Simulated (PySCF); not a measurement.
Highest orbital energy against ionisation energy along group 13

Calculated with PySCF 2.14, no spin-orbit coupling. Each cell gives −ε(HOMO) / ΔSCF in eV; NIST values include spin-orbit coupling, (s) semi-empirical, (t) theoretical.

```tsv
species	UHF	LDA	PBE	PBE0	r2SCAN	NIST (lowest levels)
B(2+) (aug-cc-pV5Z, non-relativistic)	37.823 / 37.819	32.359 / 37.899	32.655 / 38.289	34.054 / 38.230	32.895 / 37.854	37.931
Al(2+) (aug-cc-pV(5+d)Z, non-relativistic)	28.061 / 28.040	24.542 / 28.822	24.434 / 28.819	25.452 / 28.682	24.635 / 28.375	28.448
Ga(2+) (aug-cc-pV5Z-PP with ECP10MDF, ECP)	29.739 / 29.629	26.987 / 31.886	26.605 / 31.503	27.533 / 31.123	27.064 / 31.324	30.726
In(2+) (aug-cc-pV5Z-PP with ECP28MDF, ECP)	26.765 / 26.620	24.641 / 29.092	24.237 / 28.673	25.045 / 28.286	24.499 / 28.380	28.044
```

Task: How far is −ε(HOMO) from ΔSCF on average for each method, and why?

Result: UHF 0.07 eV; LDA -4.79 eV; PBE -4.84 eV; PBE0 -3.56 eV; r2SCAN -4.21 eV. Hartree-Fock orbital energies lack relaxation and so exceed the ΔSCF value; semilocal functionals have convex E(N) from self-interaction, so their HOMO lies far too high; exact exchange moves hybrids part of the way back.
